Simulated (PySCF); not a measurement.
## How methods differ on the ionisation energy of Pd

Pd [Kr] 4d10 (1S) → Pd⁺ [Kr] 4d9 (2D), as a difference of total energies. All numbers are calculated (PySCF 2.14, scalar relativity through the core potential, in cc-pVDZ-PP with ECP28MDF (4s4p3d1f, 38 functions)). Correlated levels: valence: 4s2 4p6 frozen. The calculations carry no spin-orbit coupling.

| method | ionisation energy (eV) | error (eV) |
| --- | --- | --- |
| UHF | 6.283 | -2.229 |
| TPSS | 8.410 | -0.102 |
| LDA | 9.206 | +0.694 |
| MP2 (valence) | 8.067 | -0.445 |
| SCS-MP2 (valence) | 7.880 | -0.632 |

Reference: 8.512 eV (measured; NIST levels, between the centres of gravity of the two terms).

Errors of the correlated levels include the incompleteness of this basis and the frozen core.
